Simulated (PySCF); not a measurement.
Basis and Hamiltonian dependence of the ionisation energy of Mn

Mn [Ar] 3d5 4s2 (6S) → Mn⁺ [Ar] 3d5 4s1 (7S). All values are computed (PySCF 2.14, energy differences of UHF-based or UKS calculations, no spin-orbit coupling). Values in eV.

| basis | Hamiltonian | functions | UHF | r2SCAN | PBE0 | MP2 (valence) | CCSD(T) (valence) | CCSD(T) (valence and next inner shell) |
| --- | --- | --- | --- | --- | --- | --- | --- | --- |
| def2-SVP | non-relativistic | 31 | 5.954 | n/a | 7.017 | 6.603 | n/a | n/a |
| 6-31G* | non-relativistic | 34 | 5.934 | n/a | 6.914 | 6.580 | n/a | n/a |
| x2c-SVPall | spin-free X2C | 36 | 6.031 | n/a | 7.188 | 6.763 | n/a | n/a |
| jorge-DZP-DKH | spin-free X2C | 43 | 5.951 | 6.751 | n/a | 6.671 | n/a | n/a |
| aug-cc-pVDZ-DK | spin-free X2C | 59 | 6.030 | 6.940 | 7.096 | 6.980 | 7.280 | n/a |
| aug-cc-pVDZ | non-relativistic | 59 | 5.980 | 6.874 | 7.027 | 6.913 | 7.212 | n/a |
| ANO-RCC-VTZP | spin-free X2C | 59 | 6.023 | 6.962 | 7.117 | 6.964 | 7.275 | 7.324 |
| def2-TZVPPD | non-relativistic | 67 | 5.978 | 6.894 | 7.059 | 6.893 | 7.201 | 7.247 |
| cc-pVTZ-DK | spin-free X2C | 68 | 6.022 | n/a | n/a | 6.963 | n/a | n/a |
| aug-cc-pVTZ-DK | spin-free X2C | 93 | 6.022 | 6.945 | 7.099 | 7.043 | 7.335 | n/a |
| dyall-av2z | non-relativistic | 101 | 5.975 | 6.886 | 7.051 | 6.907 | 7.210 | n/a |
| aug-cc-pVTZ with one added diffuse shell each of s, p, d, f, g type | non-relativistic | 118 | 5.973 | 6.880 | 7.030 | 6.992 | n/a | n/a |
| aug-cc-pwCVTZ-DK | spin-free X2C | 127 | 6.022 | 6.944 | 7.096 | 7.055 | n/a | n/a |
| x2c-QZVPPall with one added diffuse shell each of s, p, d, f, g type | spin-free X2C | 128 | 6.021 | 6.945 | 7.092 | 7.059 | n/a | n/a |

Frozen in the all-electron rows: valence: [Ar]; valence and next inner shell: [Ne].

Non-relativistic rows lack the scalar-relativistic shift.

Reference for a calculation without spin-orbit coupling: 7.434 eV (measured, between term centres; NIST).
